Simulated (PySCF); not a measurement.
# Electron correlation in Se⁺ (selenium, charge +1)

[Ar] 3d10 4s2 4p3, high-spin 4S determinant. All numbers are calculated (PySCF 2.14, a scalar-relativistic core potential, in cc-pVDZ-PP with ECP10MDF). Frozen: 3s2 3p6 3d10; 5 electrons correlated.

MP2 pair energies summed by pair of shells (mhartree):

| pair | energy | share (%) |
| --- | --- | --- |
| 4s-4p | -36.96 | 65.5 |
| 4p-4p | -13.19 | 23.4 |
| 4s-4s | -6.31 | 11.2 |

Total MP2 correlation energy: -56.47 mhartree.

Same-spin part -15.12 and opposite-spin part -41.35 mhartree; SCS-MP2 scales them by 1/3 and 6/5 to -54.66 mhartree.

```
  level  correlation energy (mhartree)
   CCSD                         -71.20
    (T)                          -0.63
CCSD(T)                         -71.83
```

Diagnostics: T1 = 0.0012, D1 = 0.0031, largest double amplitude 0.058.

Cost of the coupled-cluster step: 0.07 s of wall time on 1 thread of Neoverse-V2 (shared host), for 5 correlated electrons.
